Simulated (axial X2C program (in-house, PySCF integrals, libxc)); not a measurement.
# Spin–orbit effects down a group: molecules with H, HF

Calculated with an in-house all-electron X2C program for linear molecules (integrals from PySCF), spin-free (one-electron X2C) or two-component (2c: spin–orbit coupling with atomic mean-field Coulomb and Gaunt terms, which also bring small scalar terms), in Dyall basis sets with cores contracted in-house; open shells are unrestricted.

Basis sets: H dyall-v3z, Mn dyall-cv3z, Re dyall-cv3z, Tc dyall-cv3z.

| molecule | spin-free state | Re (Å) | ωe (cm⁻¹) | De (eV) | 2c state | Re 2c (Å) | ωe 2c (cm⁻¹) | De 2c (eV) |
| --- | --- | --- | --- | --- | --- | --- | --- | --- |
| MnH | M_S = 3, Λ = 0 | 1.778 | 1550.6 | 1.49 | Ω = 3 | 1.778 | 1550.0 | 1.49 |
| TcH | M_S = 2, Λ = 1 | 1.728 | 1604.0 | 0.54 | Ω = 3 | 1.730 | 1603.0 | 0.58 |
| ReH | M_S = 2, Λ = 0 | 1.718 | 1699.7 | 0.95 | Ω = 2 | 1.712 | 1734.9 | 1.03 |

Problem. Work out the shifts from the spin-free to the two-component result.

Solution. 

| molecule | 2c state | ΔRe (Å) | Δωe (cm⁻¹) | ΔDe (eV) |
| --- | --- | --- | --- | --- |
| MnH | Ω = 3 | 0.000 | -0.6 | 0.00 |
| TcH | Ω = 3 | 0.002 | -1.0 | 0.04 |
| ReH | Ω = 2 | -0.006 | 35.2 | 0.08 |

Shifts of one unit in the last digit are rounding.

Each entry is the lowest single determinant of a limited PBE0 search at one distance. De goes to single-determinant-based atoms at the same level (for ions the charge split of lowest energy) and is withheld (n/a) where an atom does not fit its ground term or J level. Main or longest-lived isotopes. One determinant is a doubtful description, or other states lie close, for MnH, TcH, ReH; these need not be ground states, and all values refer to the states named. Some open-shell Ω = 0 determinants are out of reach, so the Ω given for MnH, TcH, ReH need not be the lowest component. With several unpaired electrons the Ω given is that of one determinant, not necessarily of the lowest component.
